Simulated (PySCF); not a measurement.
**Excitation energy of He by level of theory**

He 1s2 (1S) → He 1s1 2s1 (3S), as a difference of total energies. All numbers are calculated (PySCF 2.14, scalar relativity by spin-free X2C-1e, in dyall-av3z (10s3p2d, 29 functions)). Correlated levels: valence: nothing frozen; virtual orbitals above 40 to 60 times the deepest correlated orbital energy dropped. The calculations carry no spin-orbit coupling.

| method | excitation energy (eV) | error (eV) |
| --- | --- | --- |
| UHF | 18.794 | -1.026 |
| MP2 (valence) | 19.703 | -0.117 |
| SCS-MP2 (valence) | 19.902 | +0.082 |
| CCSD (valence) | 19.855 | +0.035 |

Reference: 19.820 eV (measured; NIST levels).

Errors of the correlated levels include the incompleteness of this basis.

With two correlated electrons CCSD is exact in that space.
